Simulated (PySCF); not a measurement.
[(E)-but-2-enyl]silane (C₄H₁₀Si), SMILES C(=C\C)/C[SiH3].

Geometry optimised at r2SCAN-D4/def2-SVP. The values are those of a single conformer.

Calculation: PBE/def2-TZVP run with PySCF.

Isolated molecule, no solvent.

```yaml
total_energy: -447.59647 hartree
highest_occupied_level: -5.69 eV
lowest_empty_level: -0.71 eV
orbital_gap: 4.98 eV
dipole_moment: 0.77 D
quadrupole, principal values (traceless, Buckingham form, about the centre of nuclear charge): -3.67, 1.53, 2.14 D·Å
mean_static_polarisability: 82.3 bohr³ (12.20 Å³)
polarisability_principal_values: 66.7, 70.1, 110.2 bohr³
```
